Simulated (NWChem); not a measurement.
# CH7NO2Si; SMILES NC[SiH](O)O

```xyz
12

N      0.2898     2.0730     0.1734
C     -0.7866     1.0793     0.1283
Si    -0.0343    -0.5760    -0.3978
O     -0.7343    -1.7258     0.5793
O      1.5875    -0.3580    -0.1385
H      0.0312     2.8766     0.7425
H      0.4853     2.4360    -0.7581
H     -1.6794     1.3769    -0.4554
H     -1.1420     0.8992     1.1574
H     -0.2486    -0.9726    -1.8209
H     -0.5492    -2.6452     0.3686
H      1.6779     0.5408     0.2355
```
Atoms are numbered in this order, from 1.

Program: NWChem. Coordinates come from a PBE0/def2-SVP optimisation. Not confirmed as a minimum by frequencies. B3LYP is NWChem's, with the RPA form of VWN correlation. Vzz is the largest principal value of the second derivative of the potential at the nucleus (NWChem prints the opposite sign); η is the asymmetry. Non-relativistic.

| level | Vzz N1 (a.u.) | η N1 | Vzz O4 (a.u.) | η O4 | Vzz O5 (a.u.) | η O5 | relative time |
|---|---|---|---|---|---|---|---|
| B3LYP/def2-SVP | -1.030 | 0.12 | 1.431 | 0.55 | 1.225 | 0.57 | 1 |
| B3LYP/def2-TZVP | -1.015 | 0.17 | 1.393 | 0.53 | 1.185 | 0.55 | 3 |
| CAM-B3LYP/def2-TZVP | -1.022 | 0.18 | 1.385 | 0.53 | 1.180 | 0.55 | 20 |
| CAM-B3LYP/def2-SVP | -1.036 | 0.13 | 1.426 | 0.55 | 1.222 | 0.57 | 3 |

The last column is a rough cost ratio, cheapest run = 1.
